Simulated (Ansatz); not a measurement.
`CB(O)F` + NH₃ → `CB(N)F` + H₂O at 400 K and 1 bar (ligand exchange at a B–O bond).

Gas-phase electronic energies from Ansatz, PBE0-D4/def2-TZVP geometries. CCSD(T)/CBS adds triple-zeta CCSD(T) − MP2 to the extrapolated MP2 energy (def2 sets, frozen cores). This one scheme is used for every species. One conformer a species, not always the lowest.

```json
{"species": "`CB(O)F`", "CCSD(T)/CBS energy (Eh)": "-240.35473", "H − E (kJ/mol)": "177.7", "S (J/(mol·K))": "318.9"}
{"species": "NH₃", "CCSD(T)/CBS energy (Eh)": "-56.50880", "H − E (kJ/mol)": "104.2", "S (J/(mol·K))": "203.1"}
{"species": "`CB(N)F`", "CCSD(T)/CBS energy (Eh)": "-220.47660", "H − E (kJ/mol)": "211.4", "S (J/(mol·K))": "322.7"}
{"species": "H₂O", "CCSD(T)/CBS energy (Eh)": "-76.37941", "H − E (kJ/mol)": "69.8", "S (J/(mol·K))": "198.6"}
```

H − E and S are ideal-gas, rigid-rotor, harmonic terms from PBE0-D4/def2-TZVP, for one conformer and one mirror image of each species. 1 Eh = 2625.50 kJ/mol, R = 8.31446 J/(mol·K).

Question: By hand: ΔE, ΔH, ΔS and ΔG.

Answer: ΔE = (-220.47660) + (-76.37941) − (-240.35473) − (-56.50880) = 0.00752 Eh = 19.7 kJ/mol. Δ(H − E) = 211.4 + 69.8 − 177.7 − 104.2 = -0.7, so ΔH = 19.0 kJ/mol. ΔS = 322.7 + 198.6 − 318.9 − 203.1 = -0.7 J/(mol·K). ΔG = 19.0 − 400 × (-0.7)/1000 = 19.3 kJ/mol.

Question: By hand: the equilibrium constant, and the temperature at which ΔG would vanish if ΔH and ΔS stayed fixed.

Answer: log₁₀ K = −ΔG/(RT ln 10) = -2.5. ΔH and −TΔS have one sign here, so there is no such temperature.

The number of gas molecules stays the same, so ΔS is small and ΔH decides. A doubt of 5 kJ/mol in ΔE shifts log₁₀ K by 0.7 here. Other conformers and mirror images would add mixing entropy, several J/(mol·K) or more a flexible species. These are equilibria of isolated gas molecules and say nothing of rates. Largest T1 diagnostic: 0.012 (customary marks: 0.02 for closed shells, 0.045 for open ones).

ΔS is within the doubt of such terms, so its sign, and with it that verdict, could turn.
